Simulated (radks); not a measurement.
Results of a calculation; reference values are marked as such.
These are the eigenvalues of the occupied orbitals of an atom or ion with whole-number occupations (hartree). Level of theory: Dirac Kohn-Sham, PBE, spin-unpolarised, spherical densities, point nucleus (a radial shooting solver on a logarithmic mesh with Libxc functionals).

| orbital | eigenvalue |
|---|---|
| 1s1/2 | -360.1547 |
| 2s1/2 | -52.96278 |
| 2p1/2 | -47.88081 |
| 2p3/2 | -47.00347 |
| 3s1/2 | -13.84749 |
| 3p1/2 | -12.19197 |
| 3p3/2 | -12.04548 |
| 3d3/2 | -9.33856 |

Which element is it, and in what charge state? The configuration may be excited. Open shells, if any, fill j = l - 1/2 first.

Answer. Z = 30, zinc, charge +10: Zn10+ in [Ar] 3d2. The list shows which subshells hold electrons but not how many an open one holds; the 1s level, -360.15 hartree, gives Z - s = 26.8 by -(Z - s)^2/2, which with screening and relativity narrows Z to a few neighbours, and the depths of the outer levels then fix element, charge and occupations together.
